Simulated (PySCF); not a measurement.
BCl2Br, SMILES ClB(Cl)Br. The structure is a stationary point at PBE0-D3(BJ)/def2-SVP.

Computed with PySCF with PBE0-D3(BJ)/def2-SVP.

Harmonic wavenumbers (cm⁻¹): 211, 225, 417, 430, 918, 996. Rotational constants (GHz): 3.139, 1.728, 1.115; symmetry number 2.

### Question
Work out the zero-point energy and the ideal-gas rigid-rotor harmonic-oscillator thermochemistry at 298.15 K and 1 atm.

### Answer
ZPE = ½ Σ hcν = ½ × 3197 cm⁻¹ = 4.57 kcal/mol. H − E(el) = 8.03 kcal/mol. Entropy in cal/(mol K): translation 41.15, rotation 26.99, vibration 5.94, total 74.08. G − E(el) = -14.06 kcal/mol. Cp = 15.27 cal/(mol K).
